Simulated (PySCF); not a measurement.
O, charge -1, doublet; DF-CAMB3LYP/aug-cc-pVDZ (PySCF).

Here is a job for PySCF.
```python
from pyscf import gto, scf, dft
import numpy

mol = gto.Mole()
mol.atom = '''
    O     0.00000000    0.00000000    0.00000000
'''
mol.basis = 'aug-cc-pvdz'
mol.charge = -1
mol.spin = 1
mol.verbose = 4
mol.build()
print('smallest overlap eigenvalue', numpy.linalg.eigvalsh(mol.intor('int1e_ovlp'))[0])

mf = dft.UKS(mol)
mf.xc = 'camb3lyp'
mf = mf.density_fit(auxbasis='def2-universal-jkfit')
mf = scf.addons.remove_linear_dep_(mf, threshold=1e-8, lindep=1e-8)
mf.kernel()
```

Write the output that PySCF gives for this input, abridged.


```
PySCF version 2.14.0

[INPUT] verbose = 4
[INPUT] num. atoms = 1
[INPUT] num. electrons = 9
[INPUT] charge = -1
[INPUT] spin (= nelec alpha-beta = 2S) = 1
[INPUT] symmetry False subgroup None
[INPUT] Mole.unit = angstrom
[INPUT] Symbol           X                Y                Z      unit          X                Y                Z       unit  Magmom
[INPUT]  1 O      0.000000000000   0.000000000000   0.000000000000 AA    0.000000000000   0.000000000000   0.000000000000 Bohr   0.0

nuclear repulsion = 0
number of shells = 8
number of NR pGTOs = 35
number of NR cGTOs = 23
basis = aug-cc-pvdz
ecp = {}
input.py:18: DeprecationWarning: remove_linear_dep_ is deprecated and will be removed in a future release. Linear dependency handling is now built into the SCF procedure by default. Linear dependency removal can be controlled using the following settings:
  pyscf.scf.hf.remove_overlap_zero_eigenvalue = True
  pyscf.scf.hf.overlap_zero_eigenvalue_threshold = 1e-6

  mf = scf.addons.remove_linear_dep_(mf, threshold=1e-8, lindep=1e-8)
smallest overlap eigenvalue 0.0933376778061802

******** <class 'pyscf.df.df_jk.DFUKS'> ********
method = DFUKS
initial guess = minao
damping factor = 0
level_shift factor = 0
DIIS = <class 'pyscf.scf.diis.CDIIS'>
diis_start_cycle = 1
diis_space = 8
diis_damp = 0
SCF conv_tol = 1e-09
SCF conv_tol_grad = None
SCF max_cycles = 50
direct_scf = False
number electrons alpha = 5  beta = 4
XC library pyscf.dft.libxc version 7.1.2
    S. Lehtola, C. Steigemann, M. J. T. Oliveira, and M. A. L. Marques,  SoftwareX 7, 1–5 (2018)
XC functionals = camb3lyp
    T. Yanai, D. P. Tew, and N. C. Handy,  Chem. Phys. Lett. 393, 51 (2004)
radial grids:
    Treutler-Ahlrichs [JCP 102, 346 (1995); DOI:10.1063/1.469408] (M4) radial grids

becke partition: Becke, JCP 88, 2547 (1988); DOI:10.1063/1.454033
pruning grids: <function nwchem_prune>
grids dens level: 3
symmetrized grids: False
atomic radii adjust function: <function treutler_atomic_radii_adjust>
small_rho_cutoff = 0
Set gradient conv threshold to 3.16228e-05
tot grids = 14088
******** <class 'pyscf.df.df.DF'> ********
auxbasis = def2-universal-jkfit
Create RSH-DF object <pyscf.df.df.DF object> for omega=0.33
******** <class 'pyscf.df.df.DF'> ********
auxbasis = auxmol.basis = def2-universal-jkfit
init E= -74.8049141933428

cycle= 1 E= -75.0149019744383  delta_E= -0.21  |g|= 0.419  |ddm|= 0.643
cycle= 2 E= -74.8159380767525  delta_E= 0.199  |g|= 0.812  |ddm|= 0.932
cycle= 3 E= -75.1142860660952  delta_E= -0.298  |g|= 0.0169  |ddm|= 0.555
cycle= 4 E= -75.1145247929638  delta_E= -0.000239  |g|= 0.0104  |ddm|= 0.0272
cycle= 5 E= -75.114604934863  delta_E= -8.01e-05  |g|= 0.00164  |ddm|= 0.0128
cycle= 6 E= -75.1146115004164  delta_E= -6.57e-06  |g|= 0.000335  |ddm|= 0.00528
cycle= 7 E= -75.1146118748779  delta_E= -3.74e-07  |g|= 0.000117  |ddm|= 0.00137
cycle= 8 E= -75.1146118968314  delta_E= -2.2e-08  |g|= 8.67e-06  |ddm|= 0.000362
cycle= 9 E= -75.1146118969049  delta_E= -7.35e-11  |g|= 6.35e-07  |ddm|= 1.69e-05
Extra cycle  E= -75.1146118969062  delta_E= -1.28e-12  |g|= 5.69e-07  |ddm|= 1.77e-06
converged SCF energy = -75.1146118969062  <S^2> = 0.75592735  2S+1 = 2.0059186
```
